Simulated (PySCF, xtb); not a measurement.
CsBr, SMILES [Br][Cs].

GFN2-xTB run with xtb at its own geometry gives an orbital gap of 1.99 eV and a dipole moment of 9.81 D.

Geometry: PBE0-D3(BJ)/def2-TZVPD. The def2 effective core potentials stand for the cores of Cs; spin–orbit coupling is left out.

**Question.** What does HF/def2-TZVPD (PySCF) give? (The exact figures need the calculation; the answer reports its results.)

**Answer.** gap 8.14 eV (levels -8.39 and -0.25 eV), dipole 11.61 D.
